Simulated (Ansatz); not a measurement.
Reactions of C$_{2}$H$_{5}$BFN (`BC(=N)CF`).

Program: Ansatz. Geometries: PBE0-D4/def2-TZVP. ΔE: electronic, gas phase. CBS: MP2 limit from def2 TZ/QZ plus the TZ coupled-cluster correction, frozen cores. This one scheme is used for every species. For Se outer-core shells are correlated without core-valence functions, which leaves a few kJ/mol of doubt a bond. Scalar relativity is left out up to krypton. One conformer a species, not always the lowest.

Q: Order these by ΔE at CCSD(T)/CBS, lowest first. (Best estimate.)
A. `BC(=N)CF` + CH₄ → `BC(C)=N` + fluoromethane
B. `BC(=N)CF` + CH₃SH → `BSC` + `N=CCF`
C. `BC(=N)CF` + `C[SiH2]O` → `BO[SiH2]C` + `N=CCF`
D. `BC(=N)CF` + H₂Se → `B[SeH]` + `N=CCF`

A: C (-149.7 kJ/mol), B (-116.1 kJ/mol), D (-103.2 kJ/mol), A (+5.5 kJ/mol).

Largest T1 diagnostic: 0.015, for `BC(C)=N`.
